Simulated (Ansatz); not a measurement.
System: fluoroboronic acid, sum formula H$_{2}$BO$_{2}$F (charge 0, singlet). 
Coordinates optimised at B3LYP-D3(BJ)/def2-TZVP (Ansatz, a quantum-chemistry and plane-wave program):
SMILES: OB(O)F
```xyz
6

B     -0.0174     0.0136     0.0008
F      0.3228     1.3060     0.0664
O     -1.3369    -0.2935    -0.0072
O      0.9426    -0.9533    -0.0556
H     -1.5039    -1.2399    -0.0557
H      1.8407    -0.6079    -0.0430
```

Basis-set convergence of Hartree-Fock and CCSD correlation energies (hartree) with Ansatz. Correlated levels leave the core frozen unless marked. No spin-orbit coupling. No relativistic terms.

```
basis    functions       E(HF)  E(corr, CCSD)
-------  ---------  ----------  -------------
cc-pVDZ          -  -275.21116       -0.65292
cc-pVTZ        148  -275.31049       -0.83111
cc-pVQZ        280  -275.33274       -0.89342
```

Extrapolating the two largest sets (X = 3 and 4) as X^-3: E(corr) = (64·(-0.89342) - 27·(-0.83111))/37 = -0.9389 Eh, an estimate of the basis-set limit. The largest set recovers 95.2 % of it, the smallest 69.5 %.
